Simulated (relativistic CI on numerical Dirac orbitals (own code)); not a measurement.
**Bi44+: computed level list**

Computed by Dirac-Coulomb-Breit CI, KLI orbitals optimised for each configuration, model QED, unscaled Slater integrals (own radial code, finite nucleus).

Configuration list (outside the closed core [Ar] 3d10): 4s2 4p6 4d3, 4s2 4p6 4d2 4f, 4s2 4p5 4d4, 4s 4p6 4d4, 4s 4p6 4d3 4f, 4s2 4p6 4d2 5s, 4s2 4p6 4d 4f 5s, 4s2 4p6 4d2 5p, 4s2 4p6 4d2 5d, 4s2 4p5 4d3 5s, 4s2 4p6 4d 4f2, 4s2 4p6 4f3, 4s 4p6 4d 4f3, 4s2 4p6 4f2 5s, 4s2 4p6 4f2 5p, 4s2 4p6 4d 5s2, 4s2 4p6 4f 5s2, 4s 4p6 4d 4f 5s2, 4s2 4p6 5s2 5p. Double excitations out of closed p, d and f shells are left out; levels of such configurations are missing from the list, as are those of other unlisted configurations, and high levels can miss mixing partners. These lack a partner that the ground configuration has and come out too high: 4s2 4p6 4d2 5d, 4s2 4p5 4d3 5s.

The lowest level is 4s2 4p6 4d3 4F_3/2, with 44 % of that term; Hund's rules for 4s2 4p6 4d3 give 4F with J = 3/2, in agreement.

| No. | Configuration | Term | J | E (cm⁻¹) | % | Next component (%) | Lifetime (s) |
| --- | --- | --- | --- | --- | --- | --- | --- |
| 1 | 4s2 4p6 4d3 | 4F | 3/2 | 0 | 44 | 39 2D |  |
| 2 | 4s2 4p6 4d3 | 4F | 5/2 | 242955 | 81 | 16 2D | 2.98e-06 |
| 3 | 4s2 4p6 4d3 | 4P | 3/2 | 264707 | 38 | 32 4F | 3.77e-06 |
| 4 | 4s2 4p6 4d3 | 2G | 7/2 | 284455 | 49 | 32 4F | 9.38e-04 |
| 5 | 4s2 4p6 4d3 | 4P | 1/2 | 285187 | 58 | 42 2P | 9.99e-06 |
| 6 | 4s2 4p6 4d3 | 2H | 9/2 | 286773 | 46 | 42 2G | 1.19e+01 |
| 7 | 4s2 4p6 4d3 | 2D | 5/2 | 371971 | 44 | 32 4P | 2.95e-05 |
| 8 | 4s2 4p6 4d3 | 4F | 7/2 | 520571 | 67 | 31 2G | 1.65e-06 |
| 9 | 4s2 4p6 4d3 | 4F | 9/2 | 540951 | 50 | 41 2H | 2.84e-06 |
| 10 | 4s2 4p6 4d3 | 4P | 3/2 | 553877 | 40 | 37 2D | 1.42e-06 |
| 11 | 4s2 4p6 4d3 | 2P | 1/2 | 565726 | 58 | 42 4P | 2.17e-06 |
| 12 | 4s2 4p6 4d3 | 4P | 5/2 | 570656 | 40 | 37 2D | 2.67e-06 |
| 13 | 4s2 4p6 4d3 | 2H | 11/2 | 580222 | 100 |  | 7.02e-06 |
| 14 | 4s2 4p6 4d3 | 2D | 5/2 | 605158 | 43 | 42 2F | 4.40e-06 |
| 15 | 4s2 4p6 4d3 | 2F | 7/2 | 609597 | 78 | 20 2G | 5.49e-06 |
| 16 | 4s2 4p6 4d3 | 2D | 3/2 | 680653 | 79 | 16 2P | 2.81e-06 |
| 17 | 4s2 4p6 4d3 | 2G | 9/2 | 816046 | 50 | 37 4F | 1.41e-06 |
| 18 | 4s2 4p6 4d3 | 2D | 3/2 | 863733 | 43 | 41 2P | 1.34e-06 |
| 19 | 4s2 4p6 4d3 | 2D | 5/2 | 902559 | 59 | 22 2F | 1.11e-06 |
| 20 | 4s2 4p5 4d4 | 4P° | 3/2 | 1546346 | 21 | 19 4D° | 1.26e-10 |
| 21 | 4s2 4p5 4d4 | 6D° | 5/2 | 1754506 | 29 | 24 4D° | 1.13e-10 |
| 22 | 4s2 4p5 4d4 | 4P° | 1/2 | 1791502 | 28 | 24 6D° | 5.57e-11 |
| 23 | 4s2 4p5 4d4 | 4D° | 7/2 | 1794117 | 23 | 19 6D° | 1.12e-10 |
| 24 | 4s2 4p5 4d4 | 4F° | 9/2 | 1799381 | 29 | 20 4G° | 1.46e-10 |
| 25 | 4s2 4p5 4d4 | 2D° | 3/2 | 1801365 | 26 | 23 4F° | 1.31e-10 |
| 26 | 4s2 4p5 4d4 | 4G° | 11/2 | 1825368 | 33 | 26 2H° | 2.68e-10 |
| 27 | 4s2 4p5 4d4 | 2G° | 7/2 | 1829283 | 23 | 20 2F° | 1.03e-10 |
| 28 | 4s2 4p5 4d4 | 4F° | 5/2 | 1850634 | 25 | 20 2F° | 6.94e-11 |
| 29 | 4s2 4p5 4d4 | 4D° | 3/2 | 1861303 | 23 | 19 4P° | 1.08e-10 |
| 30 | 4s2 4p5 4d4 | 4D° | 5/2 | 1879280 | 24 | 17 4F° | 4.91e-11 |

Energies count from the lowest computed level; ° marks odd parity; lifetimes are radiative, by E1, M1, E2, M2, E3 decay to levels of this space only.

The mean weight of the leading LS term, summed over parents, in these 30 levels is 45 %, and that of the leading jj configuration (from the same eigenvectors) 96 %, so jj coupling describes them better and the LS labels are nominal.

At this charge energies of transitions that change n are usually good to better than 1 %, and those within a shell (Δn = 0) to a few per cent.

LS names give the leading component of a level, which can be under half, so a name can repeat, a term be missing and a line seem to break the LS rules.
